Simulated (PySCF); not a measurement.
**Orbital energies, ionisation energy and electron affinity**

HgCl2 (singlet state).
Structure used (PBE0-D3(BJ)/def2-SVP), in Å, numbered top down from 1:
```
atom  x, y, z in Å
Hg1   -0.0026   -0.0015    0.0000
Cl2   -0.0173   -0.0223    2.2821
Cl3    0.0198    0.0238   -2.2821
```

Level: CAM-B3LYP/def2-SVPD (PySCF). Frontier orbitals with their largest atomic shares (Löwdin; up to four atoms above 4 %):

| orbital | ε (eV) | main atoms |
| --- | --- | --- |
| HOMO−3 | -11.03 | Cl3 47 %, Cl2 47 %, Hg1 5 % |
| HOMO−2 | -11.03 | Cl3 47 %, Cl2 47 %, Hg1 5 % |
| HOMO−1 | -10.38 | ? |
| HOMO | -10.38 | ? |
| LUMO | -1.67 | Hg1 43 %, Cl3 29 %, Cl2 29 % |
| LUMO+1 | 0.30 | Hg1 67 %, Cl3 16 %, Cl2 16 % |
| LUMO+2 | 0.30 | Hg1 67 %, Cl3 16 %, Cl2 16 % |

Task: What vertical ionisation energy does ΔSCF give, and how far is −ε(HOMO) from it?

Result: ΔSCF: 11.49 eV (1108 kJ/mol; threshold wavelength 108 nm); ⟨S²⟩ of the doublet left behind is 0.759, against 0.75 for a pure doublet. −ε(HOMO) is 10.38 eV, 1.11 eV below it. In exact Kohn–Sham theory the two would be equal; CAM-B3LYP (range-separated hybrid) falls short of its own ΔSCF value by 10 %. Holes in the HOMO−1 and HOMO−2 were tried too where these lie within 1.2 eV of the HOMO; the lowest converged state counts.

Task: On which atoms does the HOMO lie?

Result: HOMO: Cl2 46 %, Cl3 46 %, Hg1 8 %; HOMO−1: Cl2 46 %, Cl3 46 %, Hg1 8 %. These 2 orbitals lie within 0.02 eV of one another; within a degenerate set any mixture serves as well, and the shares of a single orbital can change with the mixture. The HOMO−2 lies 0.65 eV lower.

Task: And the vertical electron affinity, the fundamental gap, Mulliken's electronegativity and the hardness (with the factor ½)?

Result: EA = 0.82 eV by ΔSCF (−ε(LUMO) = 1.67 eV). IE − EA = 10.67 eV against an orbital gap of 8.71 eV; (IE + EA)/2 = 6.16 eV; (IE − EA)/2 = 5.33 eV. Parr's electrophilicity index (IE + EA)²/[8(IE − EA)] is 1.78 eV.

Task: What kinetic energy would electrons from this vertical process carry with He I light (21.218 eV)?

Result: 21.22 − 11.49 = 9.73 eV.

Task: The lowest singlet excitation (vertical TDDFT, same level) lies at 5.07 eV. How far is it below IE − EA?

Result: IE − EA = 10.67 eV, so by 5.60 eV.

Isolated species at its PBE0-D3(BJ)/def2-SVP geometry, gas phase. Atoms past krypton carry effective core potentials; spin–orbit coupling is left out.
